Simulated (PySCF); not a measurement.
Compound: Si8H8 cubane, Si₈H₈.
Z-matrix (Å and degrees, PBE0-D3(BJ)/def2-SVP geometry), rows numbered from 1:
```
Si
H   1  1.4960
Si  1  2.3880  2  125.40
H   3  1.4964  1  125.17  2    -0.49
Si  3  2.3893  1   89.96  2  -135.22
H   5  1.4961  3  125.19  1   135.27
Si  5  2.3888  3   90.03  1    -0.01
H   7  1.4960  1  125.46  2     0.29
Si  7  2.3898  1   89.94  2  -134.77
H   9  1.4959  7  125.75  1   135.04
Si  1  2.3883  2  125.00  3   119.81
H  11  1.4960  1  125.28  2    -0.35
Si 11  2.3882  1   90.06  2  -134.99
H  13  1.4959  3  124.93  1  -135.08
Si  9  2.3887  7   90.04  1   -89.94
H  15  1.4960  5  125.36  3  -134.85
```

The closed-shell ground state was solved at several levels (PySCF, density fitting, gas phase, non-relativistic). The dipole stays under 0.02 D at every level.

```csv
level,basis functions,total energy (Eh),HOMO (eV),LUMO (eV),gap (eV)
wB97X-D/def2-SVPD,256,-2319.9902,-7.94,-0.39,7.55
KT2/pcSseg-1,232,-2341.1772,-5.64,-2.57,3.07
```

(1) What might PBE0/pcSseg-1 (232 basis functions) give for the same quantities?

(2) Over all these levels, which gives the widest orbital gap and which the narrowest?

## Answers

(1) Total energy -2319.7135 Eh, HOMO -6.47 eV, LUMO -1.86 eV, gap 4.61 eV.

(2) wB97X-D/def2-SVPD (range-separated hybrid) has the widest, 7.55 eV, and KT2/pcSseg-1 (GGA) the narrowest, 3.07 eV. Functional and basis both differ between the two, so the spread mixes both effects.

One conformer stands for the species.

Note: wB97X-D ran without an empirical dispersion term, which enters the total energy and its gradient alone.
